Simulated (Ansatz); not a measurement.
The same path of F4Si + H (6 atoms, charge 0, multiplicity 2) was run twice with different band settings. Lost on the way: Si1–F2. Made: F2–H6.

All numbers below come from Ansatz 0.2.0, UKS B3LYP-D4/cc-pVDZ.

Relaxed end points:

```xyz
6
Properties=species:S:1:pos:R:3
Si 0.011 0.000 -0.179
F 0.064 0.000 1.433
F 1.513 0.000 -0.766
F -0.767 1.316 -0.691
F -0.767 -1.316 -0.691
H -0.052 0.000 4.206
```

```xyz
6
Properties=species:S:1:pos:R:3
Si -0.003 0.000 -0.286
F 0.008 0.000 2.680
F 1.517 0.000 -0.906
F -0.768 1.319 -0.893
F -0.768 -1.319 -0.893
H 0.016 0.000 3.610
```

Common settings: movable images 9; climbing image yes; spring 5.0 eV/Å²; optimiser quadratic models (default); start path through a guess of the saddle point; iteration limit 60; end points relaxed.

| run | force threshold |
| --- | --- |
| 1 | 0.05 eV/Å |
| 2 | 0.2 eV/Å |

**Question.** What does each run give, and how far can it be trusted?

**Answer.** Run 1: converged after 9 iterations, highest image 1.543 eV above the first end. A vibrational analysis at the climbing image gives 3 clearly imaginary modes (1230i, 73i, 73i cm⁻¹): a point of higher order. A lower path may pass nearby, or the ends, which weren't checked, may share the extra mode.
Run 2: converged after 9 iterations, highest image 1.543 eV above the first end. The threshold of 0.2 eV/Å is loose, so the images may lie well off the minimum-energy path. Another band between the same ends (9 images) ends at a top of the same energy, where a vibrational analysis finds 3 clearly imaginary modes.
